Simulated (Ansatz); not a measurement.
`[CH3][Al]1[BH][NH]1` and `[Cl][Al]1[BH][NH]1` differ in one atom or group.

Ansatz, PBE0-D4/def2-TZVP geometries, multiplicity 1. 

| property | `[CH3][Al]1[BH][NH]1` |
| --- | --- |
| LUMO energy (PBE/def2-TZVPP) / eV | -1.45 |
| HOMO–LUMO gap (PBE/def2-TZVPP) / eV | 3.46 |
| LUMO energy (B3LYP/def2-TZVPP) / eV | -0.82 |
| HOMO energy (B3LYP/def2-TZVPP) / eV | -5.76 |
| zero-point energy (PBE0-D4/def2-TZVP) / kJ/mol | 166.5 |
| LUMO energy (ωB97M-V/def2-TZVPP) / eV | 1.09 |

Task: What does the change do to each property? (An estimate is asked.)

Result: Computed: 
| property | `[Cl][Al]1[BH][NH]1` | shift |
| --- | --- | --- |
| LUMO energy (PBE/def2-TZVPP) / eV | -1.99 | -0.54 |
| HOMO–LUMO gap (PBE/def2-TZVPP) / eV | 3.56 | 0.10 |
| LUMO energy (B3LYP/def2-TZVPP) / eV | -1.38 | -0.56 |
| HOMO energy (B3LYP/def2-TZVPP) / eV | -6.41 | -0.65 |
| zero-point energy (PBE0-D4/def2-TZVP) / kJ/mol | 77.6 | -88.9 |
| LUMO energy (ωB97M-V/def2-TZVPP) / eV | 0.63 | -0.46 |

With PBE0 the HOMO falls by 0.66 eV and the LUMO falls by 0.54 eV, so the gap widens by about 0.12 eV. PBE moves the HOMO by -0.63 eV and ωB97M-V by -0.65 eV. The zero-point energy changes by -88.9 kJ/mol with -9 modes.

B3LYP here is the variant with VWN-RPA as its local correlation; programs differ in this.
